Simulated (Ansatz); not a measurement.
Relaxed structures of Li2AlNH2, closed shell (PBE0-D4/def2-TZVP; forces vanish, vibrations not checked; lower isomers may exist, and structures with a doubtful reference or unclear bonds are left out; Å). Ansatz 0.2.0; basis: def2-TZVPP; cores frozen in the correlated methods. The outer core shell of Li, Na, Mg and K is correlated.

Problem. Rank them by CCSD(T) energy, lowest first, and give each one's height above the lowest. Links in brackets join atoms within 1.22 times the sum of their covalent radii (1.1 for two metals). (An estimate is asked for; the value comes from the calculation.)
A.
a complex of LiAlNH₂ ([Li][Al][NH2]) + Li
```
6
angstrom
Li 3.5411 -1.5333 0.9225
Al 0.2701 -0.8377 0.4017
Li 1.2067 -3.1231 1.1144
N 0.5139 0.8835 -0.0400
H 1.3823 1.3914 -0.0903
H -0.2493 1.4982 -0.2836
```
B.
Li₂AlNH₂ ([H]1[Li][NH][Al][Li]1)
```
6
angstrom
Li -0.2916 -1.5096 0.2485
Al 1.1587 0.8250 0.2374
Li 2.4059 -1.3620 1.1985
N -0.4076 0.3099 -0.2202
H 1.0730 -2.3381 0.9413
H -1.2605 0.6741 -0.6192
```
C.
Li₂AlNH₂ ([Li][Al]([Li])[NH2])
```
6
angstrom
Li -2.4745 -1.7348 -0.6539
Al -0.0569 -0.7218 0.0890
Li 2.1901 -1.8804 1.1045
N 0.0836 1.0640 -0.1326
H 0.9012 1.6114 0.0868
H -0.6435 1.6616 -0.4938
```

Solution. Computed: B (0.0 kJ/mol), C (110.2 kJ/mol), A (114.2 kJ/mol). Heights count from the lowest.

The T1 diagnostic stays at or below 0.018. The restricted Hartree–Fock reference is unstable towards an unrestricted one at one or more of these structures.

For scale, one of the runs: CCSD(T)/def2-TZVPP, 139 basis functions, launched by `ansatz run in.yaml --threads 2 --pin off --events-out ev --progress --plain --max-ram 4352MiB`. The run took 15 s on 2 CPU threads of an Arm Neoverse V1 (shared host), with 0.78 GiB of host memory at its peak.
